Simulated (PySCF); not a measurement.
**A thermochemical cycle for CdO**

r²SCAN in PySCF with def2-SVPD on every atom (core potentials on Cd), for the lowest determinant that a PBE0 search found; no spin–orbit coupling. CdO, a triplet (σ ↑, π ↑), has De = 1.27 eV to neutral atoms, and CdO⁺, a doublet (π ↑), has De = 1.29 eV to Cd⁺ + O.

The adiabatic ionisation energy of CdO, between the minima, is 8.88 eV.

Task: Which ionisation energy of the Cd atom does this level give?

Result: IE(Cd) = IE(molecule) + De(ion) − De(neutral) = 8.88 + 1.29 − 1.27 = 8.90 eV; the measured value is 8.994 eV (NIST ASD).

Spin–orbit coupling is left out. For an ion De counts to the pair picked by the measured ionisation energies or electron affinities, which need not be the lowest pair at this level. States were picked by a PBE0 search and need not be the measured ground states.
